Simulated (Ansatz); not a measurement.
A thermochemical cycle in electronic energies (no zero-point or thermal terms), species as SMILES, kcal/mol. Structures are relaxed separately at B3LYP-D3(BJ)/def2-TZVP in Ansatz (a quantum-chemistry and plane-wave program). Correlated levels leave the core frozen unless marked. UHF or UKS for open shells. No spin-orbit coupling. Non-relativistic. CBS(X,Y): correlation extrapolated as X^-3; Hartree-Fock from the larger set. Anions need diffuse functions, of which def2-TZVPD holds fewer than the aug- sets.

| step | CCSD(T)/CBS(aug-cc-pVTZ,aug-cc-pVQZ) (Ansatz) | wB97X-V/def2-TZVPD (Ansatz) |
|---|---|---|
| bond energy D: N (NH3) -> [NH2] (NH2) + H atom | 115.4 | 113.5 |
| electron affinity EA, positive where the anion is bound: [NH2] (NH2) + e- → [NH2-] | 17.1 | 10.3 |
| ionisation of the H atom at the same level, IE | 313.7 | 314.1 |

Question: Find the deprotonation energy A: N (NH3) -> [NH2-] + H+.

Answer: Breaking the bond, ionising the H atom and attaching the electron to the radical add up to the deprotonation, A = D + IE - EA. At CCSD(T)/CBS(aug-cc-pVTZ,aug-cc-pVQZ): A = D + IE - EA = 115.4 + 313.7 - 17.1 = 412.0. At wB97X-V/def2-TZVPD: A = D + IE - EA = 113.5 + 314.1 - 10.3 = 417.3. The functional differs from the first level by -1.9 in D, -6.8 in EA and +5.3 in A; for EA and A the gap mixes functional and basis.
